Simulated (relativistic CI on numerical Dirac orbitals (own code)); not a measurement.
# Ta⁴⁺: N6,7 absorption edge

Computed with this model: Dirac-Coulomb-Breit CI, KLI orbitals optimised for each configuration, QED by a radiative potential, valence Slater integrals scaled by 0.9, multiplet model of core-to-valence dipole absorption; configurations [Xe] 4f14 5d → [Xe] 4f13 5d2; 80 K; Lorentzian 0.3 eV and Gaussian 0.3 eV FWHM. Energies are those of the free ion, without screening or charge transfer. The branching ratio is the share of the lower-energy edge in the whole absorption, uncertain by about 0.02 where the edges overlap. S is read from ⟨S²⟩ = S(S + 1).

Field parameters in Wybourne normalisation: Oh B⁴₀ = 21Dq, B⁴₄ = √(5/14) B⁴₀. The field is a parameter set, without covalency.

free ion: ground-state S = 0.50, centroid 28.19 eV. Peaks (eV, height): 25.8 (9), 27.6 (50), 28.5 (100).

Oh, 10Dq = 8500 cm⁻¹: ground-state S = 0.50, centroid 28.27 eV. Peaks (eV, height): 25.8 (6), 28.4 (100), 28.9 (71).

Oh, 10Dq = 19200 cm⁻¹: ground-state S = 0.50, centroid 28.35 eV. Peaks (eV, height): 24.0 (8), 25.0 (12), 27.0 (49), 27.9 (53), 29.0 (100).

Oh, 10Dq = 29850 cm⁻¹: ground-state S = 0.50, centroid 28.42 eV. Peaks (eV, height): 23.5 (13), 24.6 (17), 26.0 (56), 27.6 (53), 28.1 (46), 29.8 (100), 30.5 (73).

Oh, 10Dq = 40550 cm⁻¹: ground-state S = 0.50, centroid 28.49 eV. Peaks (eV, height): 23.0 (16), 24.1 (20), 25.6 (82), 28.3 (46), 28.8 (40), 30.5 (100), 31.3 (74).

Strongest unbroadened transitions for Oh, 10Dq = 8500 cm⁻¹:

| Energy (eV) | Relative strength |
| --- | --- |
| 27.44 | 18.0 |
| 27.62 | 17.6 |
| 27.68 | 18.3 |
| 27.86 | 22.0 |
| 28.06 | 15.4 |
| 28.07 | 22.6 |
| 28.18 | 27.2 |
| 28.25 | 14.7 |
| 28.38 | 100.0 |
| 28.39 | 41.3 |
| 28.45 | 61.3 |
| 28.48 | 22.1 |
| 28.51 | 26.2 |
| 28.61 | 20.7 |
| 28.72 | 24.5 |
| 28.98 | 26.0 |
| 29.01 | 88.8 |
| 29.05 | 56.2 |
